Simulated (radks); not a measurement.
All-electron atom: H in 2s1 (not the ground configuration).

All-electron calculation, non-relativistic Kohn-Sham, r2SCAN, spin-polarised, spherical densities, point nucleus; open shells are filled with parallel spins first; meta-GGA in the generalised Kohn-Sham scheme. Program: a radial shooting solver on a logarithmic mesh with Libxc functionals.

Energy parts (eV):
| part | energy |
|---|---|
| total | -3.518 |
| kinetic | 3.518 |
| electron-nucleus | -6.919 |
| Hartree | 2.133 |
| exchange-correlation | -2.250 |

Orbitals (lengths in bohr, moments of r in powers of bohr; <r^-3> diverges for s and p1/2; r(max) is where P^2 peaks):
| orbital | occ. | eigenvalue (eV) | r(max) | <r^4> | <r> | <r^-3> |
|---|---|---|---|---|---|---|
| 1s up | 0 | -9.9815 | 0.8242 | 19.12 | 1.264 | - |
| 2s up | 1 | -2.1521 | 5.078 | 2327 | 5.749 | - |
| 2p up | 0 | -1.4509 | 5.221 | 3103 | 6.171 | 0.01318 |

The highest occupied level is 2s up at -2.152 eV. The configuration is held as typed, so some empty levels lie below it. Spin moment in Bohr magnetons: 1.
